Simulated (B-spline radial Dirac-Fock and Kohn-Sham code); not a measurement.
**Binding energies of Pt²³⁺**

System: platinum as Pt²³⁺, configuration [Kr] 4d10 4f9; nuclear rms radius 5.427 fm (A = 195).

Method: Dirac-Fock energy differences between relaxed states, corrected for Breit and QED terms. Computed with a B-spline atomic structure program. Correlation and solid-state effects are left out. Energies are counted from the vacuum level.

All terms are in eV, carry their sign (relaxation lowers the binding energy) and add up to the binding energy; ⟨r⟩ is the mean radius of the orbital in the initial state.

```
  subshell  −ε (Koopmans)  relaxation    Breit      QED  binding energy  ⟨r⟩ (bohr)
    K (1s)        79574.4      -76.50  -273.02  -143.81         79081.0       0.017
   L1 (2s)        14667.3      -40.13   -31.44   -21.59         14574.2       0.072
L2 (2p1/2)        14057.6      -44.83   -51.93    -0.32         13960.5       0.059
L3 (2p3/2)        12325.4      -41.26   -30.87    -2.29         12250.9       0.068
   M1 (3s)         4012.6      -17.26    -5.99    -5.05          3984.2       0.186
M2 (3p1/2)         3740.7      -18.33   -10.10    -0.21          3712.0       0.176
M3 (3p3/2)         3353.5      -16.62    -5.63    -0.60          3330.6       0.192
M4 (3d3/2)         2907.5      -19.31    -4.51     0.36          2884.0       0.167
M5 (3d5/2)         2824.9      -18.69    -2.97     0.14          2803.4       0.172
   N1 (4s)         1378.9       -3.78    -1.48    -1.32          1372.3       0.407
N2 (4p1/2)         1261.4       -3.82    -2.43    -0.05          1255.1       0.408
N3 (4p3/2)         1162.4       -3.19    -1.28    -0.15          1157.8       0.436
N4 (4d3/2)          968.6       -3.28    -0.88     0.08           964.5       0.438
N5 (4d5/2)          949.3       -3.07    -0.52     0.03           945.8       0.447
 N6,7 (4f)          706.3       -3.28    -0.01     0.05           703.0       0.445
```

For the deepest level, K (1s), the Breit terms make up -0.345 % of the binding energy, QED -0.182 % and orbital relaxation -0.097 %.

Spin-orbit splittings: 2p 1709.6 eV, 3p 381.4 eV, 3d 80.63 eV, 4p 97.29 eV, 4d 18.77 eV.

Going to the tabulated ground configuration of the next ion removes an electron from N6,7 (4f), computed at 703.0 eV. NIST lists 710 ± 40 eV as the ionisation energy of this species (theoretical), +6.96 eV from the computed value, within the stated uncertainty.
